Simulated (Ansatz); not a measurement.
## Strength of the Si–H bond: how K changes with temperature for C2H2Cl2Si ⇌ C2HCl2Si + H

Species: C2H2Cl2Si `C#C[SiH](Cl)Cl`, singlet; C2HCl2Si `C#C[Si](Cl)Cl`, doublet; H atom, doublet. 

The electronic reaction energy at CCSD(T)/CBS estimate is +411.4 kJ/mol. Shapes: PBE0-D4/def2-TZVP. Programs: Ansatz 0.2.0. Enthalpy and entropy come from rigid-rotor, harmonic-oscillator sums on unscaled PBE0-D4/def2-TZVP wavenumbers, ideal gases at 1 bar. Symmetry numbers: C2H2Cl2Si 1, C2HCl2Si 1. R = 8.3145 J/(mol K).

| T (K) | ΔH (kJ/mol) | ΔS (J/(mol K)) |
| --- | --- | --- |
| 300 | +393.4 | +120.1 |
| 500 | +395.9 | +126.6 |
| 700 | ? | ? |

Work out ln K at 300 and 500 K, and from these estimate it at 700 K.


1. 300 K: ΔG = +393.4 − 300 × (+120.1)/1000 = +357.4 kJ/mol; ln K = −ΔG/RT = -143.28.
2. 500 K: ΔG = +395.9 − 500 × (+126.6)/1000 = +332.6 kJ/mol; ln K = −ΔG/RT = -80.00.
3. Slope against 1000/T: (-80.00 − (-143.28))/(2.0000 − 3.3333) = -47.46, that is −ΔH/R with ΔH near +395 kJ/mol.
4. 700 K: ln K = -143.28 + (-47.46) × (1.4286 − 3.3333) = -52.88.

The full sums give ΔH = +397.5 kJ/mol, ΔS = +129.3 J/(mol K), ΔG = +307.0 kJ/mol and ln K = -52.75 at 700 K, so the line is off by -0.13 in ln K; without rounding the miss is -0.15, from the change of ΔH with temperature. The reactants are favoured over this whole range. The number of molecules rises, which sets the sign of ΔS, and lower pressure favours the products. An error of 10 kJ/mol in the energy moves ln K by 1.7 at 700 K. Soft modes are treated as harmonic, which can err either way at these temperatures; the lowest are those of C2H2Cl2Si (106 cm⁻¹), C2HCl2Si (102 cm⁻¹). Open shells run unrestricted. The CBS estimate extrapolates MP2 from def2-TZVPP and def2-QZVPP and adds CCSD(T) − MP2 in the triple-zeta set, cores frozen.
